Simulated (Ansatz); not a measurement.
The lowest singlet and triplet of CHBr (SMILES [CH]Br); geometries from B3LYP-D3(BJ)/def2-TZVP, each state relaxed from the structure named, with no frequency check.
Singlet at the triplet's geometry (charge 0, multiplicity 1):
```xyz
3

C     -1.44609     0.39203     0.00000
Br     0.31345    -0.05912     0.00000
H     -2.29434    -0.28284     0.00000
```

A positive gap puts the triplet lower; no zero-point energy. R- takes a restricted singlet. U- takes an unrestricted singlet (broken symmetry where lower, unprojected). The triplet is unrestricted in single-reference levels.

Correlated levels freeze the cores. Filled d and f shells under p-block atoms count as core.

Codes used: Ansatz (Gaussian orbitals). Values without a source in brackets are computed.

One of these levels gives 40.7 kJ/mol for the gap E(singlet) − E(triplet), vertical, at the triplet's geometry. Which one is it?
(A) R-MP2/cc-pVTZ
(B) U-PBE/def2-TZVPP (spin-contaminated)
(C) R-r2SCAN/def2-TZVPP
(D) R-HF/cc-pVTZ

A, R-MP2/cc-pVTZ. The others give 114.5 (R-HF/cc-pVTZ), 8.1 (U-PBE/def2-TZVPP (spin-contaminated)), 67.4 (R-r2SCAN/def2-TZVPP)

Doubts at one or more of the structures used: a restricted determinant that unrestricted orbitals would lower (R-HF/cc-pVTZ, R-r2SCAN/def2-TZVPP, R-MP2/cc-pVTZ).

Ansatz is a program for electronic structure.
